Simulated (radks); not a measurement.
Initial-state core-level shifts of the krypton ion Kr3+ when its valence configuration changes from [Ar] 3d10 4s2 4p3. Calculated with a radial shooting solver on a logarithmic mesh with Libxc functionals: Dirac Kohn-Sham, PBE, spin-unpolarised, spherical densities, finite nucleus; open shells fill j = l - 1/2 first; Fermi nuclear charge, rms radius 4.1884 fm. Shifts are changes of the shell-averaged eigenvalues in eV (positive: less bound); the change of the density at the nucleus, which sets a Mossbauer isomer shift, is in e/bohr^3, on a base of 4.943e+04.

valence               1s       2s       3s       3p  density at nucleus
3d9 4s2 4p4      -17.633  -19.466  -14.680  -14.471             +21.383
3d9 4p6          -20.590  -22.378  -17.607  -17.378             -88.885
3d10 4s1 4p4      -1.594   -1.556   -1.570   -1.560             -50.100
3d9 4s1 4p5      -19.127  -20.937  -16.158  -15.938             -33.195
3d10 4p5          -3.152   -3.079   -3.110   -3.089            -101.369
3d9.5 4p5.5      -11.771  -12.611  -10.329  -10.201             -95.281
3d8 4s2 4p5      -36.047  -39.849  -29.571  -29.178             +44.083
3d9.5 4s0.5 4p5  -11.021  -11.874   -9.585   -9.463             -68.405
